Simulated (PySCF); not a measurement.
**Spinor energies of Ga⁸⁺ (gallium, charge +8)**

Start: [Ar] 3d5; 3d3/2 filled at m_j = -3/2, -1/2, +1/2, +3/2; 3d5/2 filled at m_j = +5/2. Calculated with PySCF 2.14 in an even-tempered Gaussian basis (18 s from 0.43 bohr⁻², ratio 2.8; 13 p from 0.56 bohr⁻², ratio 2.8; 9 d from 0.56 bohr⁻², ratio 2.8; 4 f from 2.7 bohr⁻², ratio 3): generalised Hartree-Fock with the X2C-1e Hamiltonian and a Gaussian nucleus; spin-orbit coupling (SO) screened by Boettger's factors.

| spinor shell | electrons | ε, screened SO (eV) | weight of nominal j (screened SO) | rms radius, screened SO (bohr) |
| --- | --- | --- | --- | --- |
| 1s1/2 | 2 | -10632.9 | 1.000 | 0.0560 |
| 2s1/2 | 2 | -1535.9 | 1.000 | 0.235 |
| 2p1/2 | 2 | -1377.4 | 0.979 | 0.209 |
| 2p3/2 | 4 | -1348.0 | 0.990 | 0.211 |
| 3s1/2 | 2 | -353.45 | 1.000 | 0.662 |
| 3p1/2 | 2 | -296.13 | 0.655 | 0.678 |
| 3p3/2 | 4 | -293.94 | 0.828 | 0.681 |
| 3d3/2 | 4 | -213.62 | 0.528 | 0.680 |
| 3d5/2 | 1 | -213.26 | 1.000 | 0.681 |

| quantity | screened SO |
| --- | --- |
| E (hartree) | -1919.49629 |
| M_J | 5/2 |
| ⟨J²⟩ | 8.752 |
| ⟨L²⟩ | 0.010 |
| ⟨S²⟩ | 8.733 |

Each row is a mean over spinors that exchange with the open shell spreads, by up to 23.422 eV (3p3/2).

Rows whose weight is well below 1 are mixtures of j = l ± 1/2: exchange outweighs spin-orbit coupling there, and the label is only the starting occupation.
